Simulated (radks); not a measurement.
Polarisability of neutral argon, [Ar], at imaginary frequency. Calculated with a radial shooting solver on a logarithmic mesh with Libxc functionals: non-relativistic Kohn-Sham, exchange-only LDA, spin-polarised, spherical densities, point nucleus. Response by self-consistent Sternheimer equations with the Hartree and adiabatic exchange-only LDA kernel.

w (hartree)  alpha1(iw) (bohr^3)  alpha2(iw) (bohr^5)
0.00266                    12.76                69.68
0.0143                     12.75                69.64
0.0360                     12.70                69.41
0.0697                     12.55                68.67
0.118                      12.19                66.90
0.186                      11.47                63.35
0.280                      10.26                57.29
0.413                      8.548                48.52
0.605                      6.485                37.77
0.892                      4.380                26.47
1.35                       2.574                16.25
2.12                       1.288                8.396
3.59                      0.5367                3.445
6.94                      0.1785                1.013
17.5                     0.03890               0.1679

Static values: alpha1 = 12.76 bohr^3 (1.891 angstrom^3; uncoupled 19.16), alpha2 = 69.68 bohr^5, alpha3 = 844.5 bohr^7. C6 = 76.04, C8 = 2162, triple-dipole C9 = 699.2 atomic units. One-pole (London) frequency 4 C6 / (3 alpha1^2) = 0.623 hartree, against 0.334 for minus the highest occupied eigenvalue. The dipole shielding factor is 1.000, as the force sum rule N/Z = 1.000 demands. Recommended static value: 11.083 bohr^3 (Schwerdtfeger and Nagle, 2023 table).
